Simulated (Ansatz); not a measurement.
`C[Si](O)(F)[SiH3]` + HCl → `C[Si](O)(F)Cl` + SiH₄ at 700 K and 1 bar (cleavage of the Si–Si bond).

Isolated molecules relaxed with PBE0-D4/def2-TZVP in Ansatz; ΔE leaves out vibrations. CBS: MP2 limit from def2 TZ/QZ plus the TZ coupled-cluster correction, frozen cores. This one scheme is used for every species. One conformer a species, not always the lowest.

```json
{"species": "`C[Si](O)(F)[SiH3]`", "CCSD(T)/CBS energy (Eh)": "-795.51911", "H − E (kJ/mol)": "302.5", "S (J/(mol·K))": "521.5"}
{"species": "HCl", "CCSD(T)/CBS energy (Eh)": "-460.38127", "H − E (kJ/mol)": "38.4", "S (J/(mol·K))": "211.8"}
{"species": "`C[Si](O)(F)Cl`", "CCSD(T)/CBS energy (Eh)": "-964.48585", "H − E (kJ/mol)": "222.3", "S (J/(mol·K))": "456.3"}
{"species": "SiH₄", "CCSD(T)/CBS energy (Eh)": "-291.46306", "H − E (kJ/mol)": "115.5", "S (J/(mol·K))": "252.9"}
```

H − E and S are ideal-gas, rigid-rotor, harmonic terms from PBE0-D4/def2-TZVP, for one conformer and one mirror image of each species. 1 Eh = 2625.50 kJ/mol, R = 8.31446 J/(mol·K).

Problem. By hand: ΔE, ΔH, ΔS and ΔG.

Solution. ΔE = (-964.48585) + (-291.46306) − (-795.51911) − (-460.38127) = -0.04853 Eh = -127.4 kJ/mol. Δ(H − E) = 222.3 + 115.5 − 302.5 − 38.4 = -3.1, so ΔH = -130.5 kJ/mol. ΔS = 456.3 + 252.9 − 521.5 − 211.8 = -24.1 J/(mol·K). ΔG = -130.5 − 700 × (-24.1)/1000 = -113.6 kJ/mol.

Problem. By hand: the equilibrium constant, and the temperature at which ΔG would vanish if ΔH and ΔS stayed fixed.

Solution. log₁₀ K = −ΔG/(RT ln 10) = 8.5. ΔG = 0 at ΔH/ΔS = 5415 K, far beyond where these terms or the molecules hold.

ΔH outweighs TΔS. A doubt of 5 kJ/mol in ΔE shifts log₁₀ K by 0.4 here. Other conformers and mirror images would add mixing entropy, several J/(mol·K) or more a flexible species. These are equilibria of isolated gas molecules and say nothing of rates. Largest T1 diagnostic: 0.012 (customary marks: 0.02 for closed shells, 0.045 for open ones).
